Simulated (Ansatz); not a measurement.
`[GeH3][SnH3]` → H• + `[GeH3][SnH2]`•  (homolysis of the H–Sn bond)

Calculated with Ansatz (gas phase, PBE0-D4/def2-TZVP geometries, no zero-point term in ΔE). CCSD(T)/CBS adds triple-zeta CCSD(T) − MP2 to the extrapolated MP2 energy (def2 sets, frozen cores). This one scheme is used for every species, atoms too. DFT in def2-TZVPP. Open shells (•) are unrestricted, without spin–orbit coupling. def2 core potentials past Kr. For Ge, Sn outer-core shells are correlated without core-valence functions, so the limit isn't a true one: a few kJ/mol of doubt a bond, and 10 to 20 or more in all where bonds break to atoms. Scalar relativity is left out up to krypton.

What is ΔE at CCSD(T)/CBS? (An estimate is asked.)

Computed: +334.2 kJ/mol.

What do these levels give: LDA (SPW92), PBE-D4, revPBE-D4, B2PLYP, BLYP, PBE0, r2SCAN0, LC-ωPBE, MP2/def2-SVP, MP2/def2-TZVPP, HF/def2-QZVPP, HF/CBS(def2)? (Best estimate.)

Ansatz gave: LDA (SPW92) 350.5, PBE-D4 310.1, revPBE-D4 305.6, B2PLYP 320.4, BLYP 311.1, PBE0 312.2, r2SCAN0 313.9, LC-ωPBE 318.9, MP2/def2-SVP 299.3, MP2/def2-TZVPP 316.0, HF/def2-QZVPP 243.9, HF/CBS(def2) 243.9 kJ/mol.

Largest T1 diagnostic among the species: 0.013.

In def2-TZVPP, CCSD(T) changes the Hartree–Fock value by +83.2 kJ/mol (the triples alone add +1.5 kJ/mol) and MP2 by +72.2 kJ/mol; breaking electron pairs costs correlation energy, which Hartree–Fock lacks. From PBE to PBE0 (25 % exact exchange), in def2-TZVPP and without D4, ΔE moves by +3.3 kJ/mol. Leaving LDA and LC-ωPBE aside and taking each functional with its dispersion term where it has one, the values, not all of them listed here, spread over 29.5 kJ/mol, from revPBE-D4 to B97M-V. LDA lies +41.6 kJ/mol from PBE without D4, its usual overbinding.
